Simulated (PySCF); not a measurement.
Computed shifts of a molecule C₂H₆ClFOSi, PBE0/pcSseg-1 (PySCF), GIAO, gas phase, equivalent atoms averaged, in ppm (number of nuclei): ¹³C: 11.0 (1), 9.6 (1). ²⁹Si: -7.3 (1). ¹⁹F: -126.6 (1). ¹H: 2.86 (1), 1.40 (3), 1.21 (1), 0.96 (1). References: ¹³C against TMS (σ = 186.3 ppm); ²⁹Si against TMS (σ = 352.7 ppm); ¹⁷O against H2O (σ = 334.2 ppm); ¹⁹F against CFCl3 (σ = 167.2 ppm); ³⁵Cl against HCl (σ = 945.9 ppm); ¹H against TMS (σ = 31.56 ppm), references at their B3LYP-D3(BJ)/def2-TZVP geometries, non-relativistic (without spin–orbit terms, shifts of atoms bonded to Cl or Br come out too high). The structure is a stationary point at B3LYP-D3(BJ)/def2-SVP. One conformer was computed; it need not be the lowest.

### Question
Which structure fits?
A) O[SiH2]C[C@@H](F)Cl
B) CC[Si](O)(F)Cl
C) CO[Si@@](C)(F)Cl
D) O[Si@@H](F)CCCl

### Answer
B, CC[Si](O)(F)Cl
